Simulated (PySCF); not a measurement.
H₆SiSn, SMILES `[SiH3][SnH3]`, neutral singlet in the gas phase. 

Z-matrix (Å, degrees):
```
Sn
H 1 1.7131
H 1 1.7131 2 107.96
H 1 1.7131 2 107.96 3 -116.48
Si 1 2.5752 2 110.95 4 -121.75
H 5 1.4820 1 110.06 2 178.98
H 5 1.4821 6 108.86 1 120.72
H 5 1.4821 6 108.86 7 118.53
```
Charge 0, spin multiplicity 1.

All levels are single points at this geometry (B3LYP-D3(BJ)/def2-TZVP); Pople sets use spherical d functions. Orbital energies aren't observables, and empty levels follow the basis.

B3LYP-D3(BJ)/def2-TZVP in PySCF gives HOMO (eV) = -7.79.

### Question
Estimate the HOMO (eV) from each of these levels: B3LYP/LANL2DZ in PySCF; BP86/6-31G* (LANL2DZ on Sn) in PySCF; M06-2X/6-31G* (LANL2DZ on Sn) in PySCF; PBE/6-31G* (LANL2DZ on Sn) in PySCF; HF/6-31G* (LANL2DZ on Sn) in PySCF.

### Answer

```
level                                   HOMO (eV)
--------------------------------------  ---------
B3LYP/LANL2DZ in PySCF                      -7.98
BP86/6-31G* (LANL2DZ on Sn) in PySCF        -7.11
M06-2X/6-31G* (LANL2DZ on Sn) in PySCF      -8.96
PBE/6-31G* (LANL2DZ on Sn) in PySCF         -7.01
HF/6-31G* (LANL2DZ on Sn) in PySCF         -10.43
```
